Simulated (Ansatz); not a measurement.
Basis-set extrapolation for C$_{3}$H$_{8}$AlN, SMILES `C/C=[C](\N)[AlH2]` (PBE0-D4/def2-TZVP geometry, frozen core, the Gaussian-basis code of Ansatz). Multiplicity 1, RHF reference.

```tsv
	def2-TZVPP	def2-QZVPP
HF	-414.668255	-414.683651
MP2 correlation	-0.796082	-0.848827
CCSD(T) correlation	-0.877539	not run
```

Energies in hartree. Use E(X) = E(∞) + A·exp(−7.88·√X) for Hartree–Fock and E(X) = E(∞) + B·X^(−2.97) for correlation, with X = 3 and 4, and add CCSD(T) minus MP2 of the smaller set to the MP2 limit.

Problem. What is the CCSD(T) energy at the basis-set limit?

Solution. HF limit: -414.683651 + (-0.015396) × 0.13774 = -414.68577. MP2 limit: -0.848827 + (-0.052745) × 0.74074 = -0.88790. Higher-order term: -0.877539 − (-0.796082) = -0.08146. Total: -415.65513 hartree, 287.1 kJ/mol below CCSD(T)/def2-TZVPP.
